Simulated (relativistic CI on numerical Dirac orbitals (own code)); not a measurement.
# Spin-allowed bands of a d2 ion in an octahedral site, by hand

Problem. Take Δ = 19200 cm⁻¹ and B = 570 cm⁻¹ for a d2 ion in an octahedral site. Calculate the three spin-allowed bands.

Working.
1. The terms of highest spin are 3F (energy 0) and 3P (15B = 8550 cm⁻¹). Here the F term splits into A2 at +1.2Δ = 23040, T2 at +0.2Δ = 3840 and T1 at −0.6Δ = -11520 cm⁻¹.
2. The two T1 states mix through the element 0.4Δ: H = [[-11520, 7680], [7680, 8550]], with roots ½(H₁₁ + H₂₂) ∓ ½√[(H₂₂ − H₁₁)² + 4H₁₂²] = ½(-2970) ∓ ½(25273) = -14122 and 11152 cm⁻¹.
3. The ground term is 3T1 at -14122 cm⁻¹.
4. Bands: 3T2 17962 cm⁻¹ (557 nm), 3T1(P) 25273 cm⁻¹ (396 nm), 3A2 37162 cm⁻¹ (269 nm).

Check. Exact diagonalisation of the whole d2 shell with these parameters gives 3T2 17962, 3T1 25273, 3A2 37162 cm⁻¹. The match is exact, since without spin-orbit coupling no other term has this spin. The ratio of the second band to the first, 1.407, depends on Δ/B = 33.7 alone, which is how a Tanabe-Sugano diagram is read.
